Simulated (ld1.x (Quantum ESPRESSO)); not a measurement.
# Bi (Z = 83): variants of one PAW potential

Base potential:

- Element: bismuth (Bi)
- Generator: ld1.x (Quantum ESPRESSO) 7.5
- Type: PAW
- Functional: LDA (PZ)
- Relativity: scalar-relativistic
- Frozen core: [Kr] 4d10 4f14
- Valence charge: 23
- Reference configuration: 5s2 5p6 5d10 6s2 6p3
- Partial waves: 5s (bound): rcut 1.05, rcutus 1.45 bohr; 6s (bound): rcut 1.05, rcutus 1.45 bohr; 5p (bound): rcut 1.25, rcutus 1.40 bohr; 6p (bound): rcut 1.25, rcutus 1.40 bohr; 5d (bound): rcut 1.40, rcutus 1.85 bohr; 5d channel at 1.5 Ry: rcut 1.40, rcutus 1.85 bohr
- Local potential: all-electron potential smoothed inside 1.75 bohr (lloc = -2)
- Core correction: Bessel-smoothed model core, default radius (core density twice the valence density)
- Augmentation charge: BESSEL, radius 1.10 bohr

All-electron outer shells of the reference configuration (LDA (PZ), scalar-relativistic, ld1.x):

```tsv
shell	level (eV)	outermost node (bohr)	outermost maximum (bohr)
4d	-429.90	0.19	0.38
5s	-158.02	0.44	0.77
4f	-152.95	–	0.34
5p	-95.96	0.48	0.86
5d	-27.18	0.51	1.03
6s	-14.76	0.98	1.86
6p	-4.77	1.14	2.44
```

Cutoffs, loose and tight: the cutoffs (Ry, on a coarse ladder) from which the occupation-weighted sum of valence levels, in a spherical-Bessel basis at the reference potential, stays within 10 and 1 mRy of its value at 400 Ry. They do not see the model core or the augmentation charge, which bear on the density cutoff. Test errors are all-electron minus pseudo excitation energies from the reference, over the configurations 5s2 5p6 5d10 6s2 6p2; 5s2 5p6 5d10 6s2 6p1; 5s2 5p6 5d10 6s2 6p0; 5s2 5p6 5d9 6s2 6p4; 5s2 5p5 5d10 6s2 6p3; 5s2 5p6 5d10 6s1 6p4; 5s2 5p6 5d10 6s2 6p3.3 (two spin-polarised tests are not counted in the largest error). A dash means not determined; rows that change the core or the reference have their own tests. The largest error is taken over the tests solved by every variant that gives reliable tests at all: 5s2 5p6 5d10 6s2 6p0; 5s2 5p6 5d10 6s2 6p1; 5s2 5p6 5d10 6s2 6p2; 5s2 5p6 5d9 6s2 6p4.

A true bound ghost makes a file unfit for plane-wave use even where its test errors are small: the radial tests pick states by their node count and pass the ghost by.

Cutoffs are not given where the Bessel-basis levels miss the radial ones by over 6 mRy, ghosts where they miss by over 20 mRy; a channel whose overlap is not positive is not tested.

```csv
change,outcome,"cutoff, loose","cutoff, tight",bound ghosts,largest test error (meV)
base,generated,70 Ry,110 Ry,none,-20
local potential all-electron potential smoothed inside 1.46 bohr (lloc = -2),generated,70 Ry,110 Ry,none,-20
local potential all-electron potential smoothed inside 1.60 bohr (lloc = -2),generated,70 Ry,110 Ry,none,-20
local potential all-electron potential smoothed inside 1.84 bohr (lloc = -2),generated,70 Ry,110 Ry,none,-20
local potential all-electron potential smoothed inside 2.14 bohr (lloc = -2),generated,70 Ry,110 Ry,none,test run stopped at test 1 of 9 (negative rho)
```

Q: What comes out with this change to the base: local potential all-electron potential smoothed inside 0.92 bohr (lloc = -2)?

A: outcome: generated, overlap not positive; bound ghosts: s (d not tested, overlap not positive); largest test error (meV): -185. A file whose overlap is not positive is unfit for use, and its test errors describe a broken file.

Q: What comes out with this change to the base: local potential all-electron potential smoothed inside 0.70 bohr (lloc = -2)?

A: outcome: generated, overlap not positive; bound ghosts: s (d not tested, overlap not positive); largest test error (meV): -31. A file whose overlap is not positive is unfit for use, and its test errors describe a broken file.

Q: What comes out with this change to the base: local potential all-electron potential smoothed inside 1.24 bohr (lloc = -2)?

A: outcome: generated, overlap not positive; bound ghosts: not determined (overlap not positive); largest test error (meV): -1411. A file whose overlap is not positive is unfit for use, and its test errors describe a broken file.

Reading the sweep of the rcloc (base included, trends over the rows without a ghost): The loose cutoff stays near 70 Ry. The median size of the test errors (rows with all tests solved) rises from 6.6 meV at 1.46 to 9.7 meV at 1.84 bohr. Bound ghosts are found at 0.7, 0.92 bohr.
